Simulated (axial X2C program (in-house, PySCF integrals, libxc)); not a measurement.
**NSmN: the levels of the configuration f(δφ)2 f(π)0**

Computed with an in-house all-electron X2C program for linear molecules (integrals from PySCF): two-component X2C with atomic mean-field Coulomb and Gaunt terms, basis N dyall-v3z, Sm dyall-v3z (cores contracted in-house). Orbitals come from Hartree–Fock averaged over the configuration Sm f(δφ)2 f(π)0; CI then distributes these electrons over the f(δφ), f(π) shells of Sm.

N–Sm–N held linear, both bonds 1.630 Å (near the minimum of the configuration average).

Active spinors (ω > 0):

```csv
shell,ω,ε (eV),character
f(δφ),5/2,-0.54,100% Sm f
f(δφ),3/2,-0.47,99% Sm f
f(δφ),7/2,0.14,100% Sm f
f(δφ),5/2,0.24,100% Sm f
f(π),1/2,5.56,"84% Sm f, 8% N p, 4% Sm p"
f(π),3/2,5.62,93% Sm f
```

Lowest levels of this model:

```json
{"Ω": "4", "energy (cm⁻¹)": "0", "g∥": "6.07", "configuration": "100% f(δφ)2"}
{"Ω": "5", "energy (cm⁻¹)": "3796", "g∥": "10.02", "configuration": "100% f(δφ)2"}
{"Ω": "0", "energy (cm⁻¹)": "5579", "g∥": "0.00", "configuration": "100% f(δφ)2"}
{"Ω": "6", "energy (cm⁻¹)": "6781", "g∥": "13.96", "configuration": "100% f(δφ)2"}
{"Ω": "1", "energy (cm⁻¹)": "7831", "g∥": "3.52", "configuration": "100% f(δφ)2"}
{"Ω": "0", "energy (cm⁻¹)": "14593", "g∥": "0.00", "configuration": "100% f(δφ)2"}
{"Ω": "1", "energy (cm⁻¹)": "14750", "g∥": "2.39", "configuration": "100% f(δφ)2"}
{"Ω": "2", "energy (cm⁻¹)": "15369", "g∥": "5.96", "configuration": "100% f(δφ)2"}
{"Ω": "0", "energy (cm⁻¹)": "16824", "g∥": "0.00", "configuration": "100% f(δφ)2"}
{"Ω": "0", "energy (cm⁻¹)": "18988", "g∥": "0.00", "configuration": "100% f(δφ)2"}
{"Ω": "1", "energy (cm⁻¹)": "22953", "g∥": "2.11", "configuration": "100% f(δφ)2"}
{"Ω": "6", "energy (cm⁻¹)": "26654", "g∥": "12.04", "configuration": "100% f(δφ)2"}
```

g∥ is the magnitude of 2⟨Lz + ge Sz⟩ for the +Ω component.

(1) From Ω and g∥ of the lowest level, whose 2⟨Lz + ge Sz⟩ is positive, find ⟨Sz⟩ and ⟨Lz⟩ (ge = 2.0023).

Occupations of the active spinors in the lowest level by ω, shell by shell in order of energy: -7/2: 0.00; -5/2: 0.00 0.00; -3/2: 0.00 0.00; -1/2: 0.00; 1/2: 0.00; 3/2: 1.00 0.00; 5/2: 0.77 0.23; 7/2: 0.00. The leading determinant has weight 0.77 among 5.

This point took 2.4 s on 1 thread of Arm Neoverse V2 (shared host).

There is no dynamic correlation: spin–orbit spacings and, for f shells, spacings inside one term are the most reliable numbers, splittings between terms come out too wide, and energies between configurations are not reliable, so the lowest level need not be the ground state of the molecule. At most 6 roots were kept for each Ω > 0 (twice that for Ω = 0) within 3.5 eV of the lowest, so higher up levels can be missing between those listed; levels with Ω > 0 are doubly degenerate and listed once, Ω = 0 levels singly. States that fill the shells left empty in the average are placed too high. The molecule was held linear; bending was not examined.

## Answers

(1) Ω = ⟨Lz⟩ + ⟨Sz⟩ = 4 and ⟨Lz⟩ + ge⟨Sz⟩ = 3.035, so ⟨Sz⟩ = -0.96 and ⟨Lz⟩ = 4.96.
